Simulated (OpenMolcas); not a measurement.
An atom or ion with 21 electrons was computed by MS-CASPT2, IPEA 0.25 Eh, imaginary shift 0.1 Eh with spin-orbit coupling (OpenMolcas, ANO-RCC-VQZP, DKH2). The lowest levels that the run gave, each within 12 % of the measured value where one is at hand:

```csv
J,Parity,E (cm⁻¹),g
3/2,even,0.0,0.399
5/2,even,250,1.029
7/2,even,592,1.239
9/2,even,1017,1.334
1/2,even,14420,2.661
3/2,even,14530,1.730
5/2,even,14830,1.601
7/2,even,14870,0.889
9/2,even,15250,1.110
1/2,even,19460,0.676
3/2,even,19460,1.217
3/2,even,20830,0.922
```

**Question.** Which ion is it, and what are the configurations and terms?

**Answer.** Cr³⁺ (Z = 24, charge +3; active space 3 electrons in 10 orbitals (3d 4d)). J, parity and g give the terms where levels are pure, and mixed ones are named by the computed weights; the size of the splittings, set against known spectra of the 21-electron sequence, gives the charge. In order, with the measured energies in cm⁻¹ (Sugar and Corliss, J. Phys. Chem. Ref. Data 6, 317 (1977)): 3d³ ⁴F_3/2, 3d³ ⁴F_5/2 (236), 3d³ ⁴F_7/2 (556), 3d³ ⁴F_9/2 (946), 3d³ ⁴P_1/2 (14059), 3d³ ⁴P_3/2 (14177), 3d³ ⁴P_5/2 (14471), 3d³ ²G_7/2 (15052), 3d³ ²G_9/2 (15402), 3d³ ²P_1/2 (19519), 3d³ ²P_3/2, 3d³ ²D_3/2(1) (20650).

CASPT2 breaks the degeneracy within a term, and the mean is taken; among the terms shown or strongly mixed into the levels shown the widest spread is 780 cm-1 (3d³ ⁴F). Active for correlation alone: 4d; no level in the range computed is led by a configuration that fills it, so any true level of that kind is missing. Computed and measured levels are paired by configuration, term and J; levels that our copy of the source lacks, or whose pairing is in doubt (as where it misses far off the trend of its configuration), stay unpaired and out of the deviations. Levels of configurations outside the active space are missing.

A number in round brackets counts repeated terms of one configuration in the order of the reference energies.
